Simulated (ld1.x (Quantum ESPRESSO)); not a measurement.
chromium, ultrasoft: configuration errors across variants

ld1.x (Quantum ESPRESSO) 7.5 input, shortened:

```
&input
   title='Cr', zed=24., rel=1, dft='PBE', iswitch=3,
   config='[Ar] 3d5 4s0 4p1 4f-2'
 /
 &inputp
   pseudotype=3, tm=.true., lloc=-1, rcloc=1.40,
   nlcc=.true., new_core_ps=.true., rcore=0.70
 /
8
3S  1  0   2.00   0.00  1.25  1.55  0.0
4S  2  0   0.00   0.00  1.25  1.55  0.0
3P  2  1   6.00   0.00  1.35  1.40  0.0
4P  3  1   1.00   0.00  1.35  1.40  0.0
3D  3  2   5.00   0.00  1.70  1.95  0.0
3D  3  2   0.00   1.25  1.70  1.95  0.0
4F  4  3  -2.00  -0.15  1.70  2.15  0.0
4F  4  3  -2.00   2.60  1.70  2.15  0.0
 &test
   configts(1)='3s2 3p6 3d5 4s0 4p1'
 /
```

All-electron excitation energies from the reference (eV): (1) 3s2 3p6 3d5 4s0 4p0 3.780; (2) 3s2 3p6 3d4 4s0 4p0 19.832; (3) 3s2 3p6 3d5 4s0.5 4p0 -0.414; (4) 3s2 3p6 3d6 4s0 4p0 -1.389; (5) 3s1 3p6 3d5 4s1 4p0 77.129.

The overlap operator is not positive definite (basis up to 400 Ry) in “waves 3s (bound): rcut 1.12, rcutus 1.18 bohr; 4s (bound): rcut 1.12, rcutus 1.18 bohr”, “waves 3s (bound): rcut 1.25, rcutus 1.72 bohr; 4s (bound): rcut 1.25, rcutus 1.72 bohr”. Such files are unfit for use, however small their errors in these radial tests.

Tests that are not counted but printed errors over 1 eV. “base”: 3s2 3p6 3d5 4s1 4p0 (pseudo-atom not self-consistent, printed error -5.2 eV); 3s2 3p6 3d2 4s0 4p0 (solver errors, printed error -1213 eV). “waves 3s (bound): rcut 1.25, rcutus 1.56 bohr; 4s (bound): rcut 1.25, rcutus 1.56 bohr”: 3s2 3p6 3d5 4s1 4p0 (pseudo-atom not self-consistent, printed error -5.2 eV); 3s2 3p6 3d2 4s0 4p0 (solver errors, printed error -1213 eV).

3 further variants failed, have other tests or too few solved ones, and are left out.

The file “base” misses its own reference levels by 0.5 eV. The file “waves 3s (bound): rcut 1.12, rcutus 1.18 bohr; 4s (bound): rcut 1.12, rcutus 1.18 bohr” misses its own reference levels by 2.4 eV. The file “waves 3s (bound): rcut 1.25, rcutus 1.44 bohr; 4s (bound): rcut 1.25, rcutus 1.44 bohr” misses its own reference levels by 0.5 eV. The file “waves 3s (bound): rcut 1.25, rcutus 1.56 bohr; 4s (bound): rcut 1.25, rcutus 1.56 bohr” misses its own reference levels by 0.5 eV. The file “waves 3s (bound): rcut 1.25, rcutus 1.72 bohr; 4s (bound): rcut 1.25, rcutus 1.72 bohr” misses its own reference levels by 0.5 eV.

Errors AE − PS in meV (a dash: test not solved or not reliable):

```tsv
change	(1)	(2)	(3)	(4)	(5)	bound ghosts
base	+376	+121	-2569	+291	-2634	not determined
waves 3s (bound): rcut 1.12, rcutus 1.18 bohr; 4s (bound): rcut 1.12, rcutus 1.18 bohr	+126	+2039	-149	-441	+1722	not determined (overlap not positive)
waves 3s (bound): rcut 1.25, rcutus 1.44 bohr; 4s (bound): rcut 1.25, rcutus 1.44 bohr	+376	+132	-355	+291	-2494	not determined
waves 3s (bound): rcut 1.25, rcutus 1.56 bohr; 4s (bound): rcut 1.25, rcutus 1.56 bohr	+376	+121	-2569	+291	-2634	not determined
waves 3s (bound): rcut 1.25, rcutus 1.72 bohr; 4s (bound): rcut 1.25, rcutus 1.72 bohr	+376	+115	-258	+290	-2385	not determined (overlap not positive)
```

Problem. Give the same row for: waves 3s (bound): rcut 1.00, rcutus 1.06 bohr; 4s (bound): rcut 1.00, rcutus 1.06 bohr.

Solution. +377, +124, +219, +291, -808; bound ghosts: not determined.
